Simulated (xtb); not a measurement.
LuCl₃, SMILES [Cl][Lu]([Cl])[Cl]. All values are semi-empirical tight-binding results from xtb (GFN2-xTB unless named), good for trends rather than for accurate numbers. Coordinates come from a GFN2-xTB optimisation. The isomer is the one that the SMILES or the coordinates give; other isomers of the formula were not compared.

For metal compounds this method's bond lengths and energies can be far off.

| Item | Value |
|---|---|
| point group as xtb finds it | C3v |
| orbital gap | 2.75 eV |
| zero-point energy | 1.5 kcal/mol |
| G − E(el) at 298.15 K (modified RRHO) | -19.5 kcal/mol |
